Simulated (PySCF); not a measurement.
Geometry:
| atom | x (Å) | y (Å) | z (Å) |
| --- | --- | --- | --- |
| N1 | -3.177 | 1.847 | -0.441 |
| C2 | -2.568 | 0.878 | -0.415 |
| Si3 | -1.589 | -0.719 | -0.376 |
| O4 | -0.233 | -0.480 | 0.451 |
| Si5 | 1.165 | 0.251 | 0.872 |
| N6 | 2.213 | 0.079 | -0.479 |
| H7 | -1.290 | -1.069 | -1.763 |
| H8 | -2.354 | -1.699 | 0.388 |
| H9 | 0.934 | 1.677 | 1.055 |
| H10 | 1.515 | -0.475 | 2.094 |
| H11 | 3.117 | 0.519 | -0.459 |
| H12 | 2.269 | -0.809 | -0.952 |

Geometry: GFN2-xTB; GIAO shifts from PySCF 2.14, gas phase, non-relativistic, averaged over equivalent atoms.

At PBE0/STO-3G (44 basis functions, of the order of 10 core-seconds):
| atoms | δ (ppm) |
| --- | --- |
| N1 | 256.9 |
| N6 | -39.7 |
| C2 | 99.1 |
| Si5 | -42.8 |
| Si3 | -73.6 |
| O4 | -161.6 |
| H7/H8 | 3.24 |
| H9/H10 | 2.92 |
| H11/H12 | -1.57 |

δ = σ(ref) − σ, references computed at the same level: NH3 for ¹⁵N (σref 296.44); ¹³C (σref 236.17) and ²⁹Si (σref 508.68) and ¹H (σref 33.02) against TMS; ¹⁷O (σref 343.50) against H2O.

Task: What do these become at OLYP/pcSseg-1?

Result: 
```tsv
atoms	δ at OLYP/pcSseg-1	change
N1	344.8	+87.9
N6	23.5	+63.2
C2	115.7	+16.6
Si5	-39.8	+3.0
Si3	-73.9	-0.3
O4	40.0	+201.6
H7/H8	5.23	+1.99
H9/H10	5.45	+2.53
H11/H12	0.35	+1.92
```

δ = σ(ref) − σ, references computed at the same level: NH3 for ¹⁵N (σ = 267.03 ppm); TMS for ¹³C (σ = 183.31 ppm) and ²⁹Si (σ = 344.58 ppm) and ¹H (σ = 31.74 ppm); ¹⁷O (σ = 336.00 ppm) against H2O.

The largest change is at O4 (oxygen bonded to 2 Si). Cost: 146 basis functions, about 50 core-seconds.

Experimental scales use liquid or dissolved standards, which lie at an offset from isolated NH3 (liquid NH3: subtract about 20 ppm) and H2O (liquid H2O: subtract about 36 ppm). Unscaled 15N shifts of sp2 nitrogen come out 20 to 40 ppm too high even then.
